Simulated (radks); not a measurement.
Results of a calculation; reference values are marked as such.
Numerical settings for the gold ion Au+, [Xe] 4f14 5d10. Level of theory: scalar-relativistic Kohn-Sham, SCAN, spin-polarised, spherical densities, finite nucleus; meta-GGA in the generalised Kohn-Sham scheme; Fermi nuclear charge, rms radius 5.4371 fm (a radial shooting solver on a logarithmic mesh with Libxc functionals). The defaults (mesh step 0.008 in ln r, mesh end at 40 bohr or more with all orbitals vanishing there, Anderson mixing 0.5 over 9 steps, residual threshold near 1e-9 with the energy settled to 1e-9 hartree or 1e-11 of itself, here a cap of 95 iterations) give E = -19010.150 hartree and 5d at -15.481 eV in 11 iterations. Run on one thread of a shared host, so times are rough (Arm Neoverse N1): 0.3 s of CPU time, 0.3 s wall, 11 iterations on 2314 mesh points. Changes against that run (0 stands for a change within the tolerance of the run):

setting                    iterations         converged  E (mhartree)  e(5d) (meV)  CPU (s)
mesh step in ln r 0.012            12               yes         +2.43      -0.0205     0.23
mesh step in ln r 0.12              4                no      diverged            -     0.02
mesh step in ln r 0.03             12               yes         +39.6        +1.73     0.11
mesh end (bohr) 2                  12  level above zero     +9.16e+03    +4.95e+04     0.25
mesh end (bohr) 20                 11               yes        -0.198            0      0.3
residual threshold 0.01            11               yes             0            0     0.31
residual threshold 1e-13           29               yes             0     -0.00609     0.53
mixing 1                           12               yes             0     -0.00771     0.33
linear mixing, mixing 0.2          63               yes      +0.00154     -0.00927      1.3
linear mixing, mixing 1            95                no     +4.02e+05    -1.15e+06      5.5
mixing history 2                   17               yes             0            0     0.42
iteration cap 5                     5                no         +8.66         +130     0.15

Settled on a wrong energy, with an occupied level pushed above zero by the early mesh end: mesh end (bohr) 2 (+9.16 hartree). Apart from these: settings that end as converged yet miss the energy by more than 1 mhartree: mesh step in ln r 0.012 (+0.00243 hartree); mesh step in ln r 0.03 (+0.0396 hartree). A mesh that ends early acts as a hard wall.
